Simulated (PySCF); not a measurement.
**Two-dimensional NMR puzzle**

Compound of formula C7H11OP. Correlations simulated from computed shifts and the bond graph:

HSQC (one-bond C–H):
```tsv
δH	δC
8.28	176.9
3.00	31.8
2.31	13.4
1.25	23.3
```

COSY cross peaks (H two or three bonds apart, from the bond graph; peaks can be absent where the dihedral angle is near 90°):
```tsv
δH	δH
3.00	1.25
```

HMBC (two and three bonds, from the bond graph):
```tsv
δH	δC
8.28	165.3, 133.3
3.00	165.3, 133.3, 23.3
2.31	165.3, 133.3
1.25	165.3, 31.8, 23.3
```

Carbons without hydrogens: δ 165.3, 133.3.

[PySCF 2.14.0 with density-fitted response routines: shieldings: GIAO PBE/pcSseg-1; PBE0-D3(BJ)/def2-SVP geometry; non-relativistic Hamiltonian; rapidly exchanging positions averaged; no solvent model; one computed conformer]

Scale: ¹H and ¹³C vs TMS (reference shieldings calculated alike).

Exchangeable hydrogens are left out of these lists.

**Question.** Which molecule is this?

**Answer.** SMILES Cc1pcoc1C(C)C.

Mapped SMILES: `[CH3:1][c:2]1[p:3][cH:4][o:5][c:6]1[CH:7]([CH3:8])[CH3:9]`; H(Xn) means a hydrogen on atom n.

δC 176.9 is C4, an aromatic CH next to the ring oxygen (δH 8.28). δC 165.3 is C6, a substituted aromatic carbon next to the ring oxygen. δC 133.3 is C2, a substituted aromatic carbon. δC 31.8 is C7, an sp3 CH on an aromatic ring (δH 3.00). δC 23.3 is C8/C9, a methyl carbon (δH 1.25). δC 13.4 is C1, a methyl carbon on an aromatic ring (δH 2.31). HMBC from δH 8.28 reaches the proton-free carbons C6, C2. HMBC from δH 3.00 reaches the proton-free carbons C6, C2. HMBC from δH 2.31 reaches the proton-free carbons C6, C2. HMBC from δH 1.25 reaches the proton-free carbon C6. COSY links 3.00–1.25.

The shifts were computed for this structure.

Shifts are as computed. Against solution values, carbons near 30 ppm lie about +2 ppm off and those near 130 ppm about +2 ppm. Of 1211 compounds with measured shifts, 218 miss one by over three times the rms of a fit or turn the order of signals round; such compounds aren't used in these exercises.
